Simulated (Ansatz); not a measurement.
The cluster Ge6H8, 14 atoms. Hardware: 4 threads of Intel Xeon Platinum 8259CL on a shared host.

The 6-31G sets use Cartesian d functions.

Q: How many basis functions does each of these Ansatz runs have, and roughly what does it cost? LDA (SPW92)/def2-TZVP, charge 0 singlet, energy, from earlier orbitals; r2SCAN-D4/def2-TZVP, charge 0 singlet, energy, from earlier orbitals; PBE0-D4/def2-SVP, charge 0 singlet, relaxation, 34 steps; B3LYP-D4/6-31G, charge 0 singlet, energy; PBE0-D4/def2-TZVP, charge 1 doublet at the geometry of the charge 0 singlet, energy; PBE0-D4/def2-TZVP, charge 0 triplet at the geometry of the charge 0 singlet, energy; PBE-D4/def2-TZVPD, charge 0 singlet, energy, from earlier orbitals; r2SCAN-D4/def2-TZVP, charge 0 triplet at the geometry of the charge 0 singlet, energy, from earlier orbitals; PBE-D4/def2-TZVP, charge 0 singlet, energy and forces, from earlier orbitals; LDA (SPW92)/def2-TZVPD, charge 0 singlet, energy, from earlier orbitals; HF/6-31G, charge 0 singlet, energy; PBE0-D4/def2-TZVPD, charge 0 singlet, energy, from earlier orbitals.

A: Other jobs shared the machine, so times can vary by a factor of up to 3.

```
                                                                                                         run  functions  fitting or Cholesky vectors  wall time  peak host memory (GiB)
                                      LDA (SPW92)/def2-TZVP, charge 0 singlet, energy, from earlier orbitals        336                         2500        7 s                    0.91
                                                                          HF/6-31G, charge 0 singlet, energy        190                         1758        8 s                    0.83
                                     LDA (SPW92)/def2-TZVPD, charge 0 singlet, energy, from earlier orbitals        396                         2646      9.5 s                     1.4
                                PBE-D4/def2-TZVP, charge 0 singlet, energy and forces, from earlier orbitals        336                         2500       10 s                    0.92
                                                                    B3LYP-D4/6-31G, charge 0 singlet, energy        190                         1758       12 s                    0.87
                                          PBE-D4/def2-TZVPD, charge 0 singlet, energy, from earlier orbitals        396                         2646       12 s                     1.4
                                        r2SCAN-D4/def2-TZVP, charge 0 singlet, energy, from earlier orbitals        336                         2500       17 s                    0.97
r2SCAN-D4/def2-TZVP, charge 0 triplet at the geometry of the charge 0 singlet, energy, from earlier orbitals        336                         2500       34 s                     1.1
                                         PBE0-D4/def2-TZVPD, charge 0 singlet, energy, from earlier orbitals        396                         2964       37 s                     3.3
                         PBE0-D4/def2-TZVP, charge 1 doublet at the geometry of the charge 0 singlet, energy        336                         2360       61 s                     2.5
                         PBE0-D4/def2-TZVP, charge 0 triplet at the geometry of the charge 0 singlet, energy        336                         2360       75 s                     2.5
                                                    PBE0-D4/def2-SVP, charge 0 singlet, relaxation, 34 steps        232                         2465    9.1 min                     1.2
```
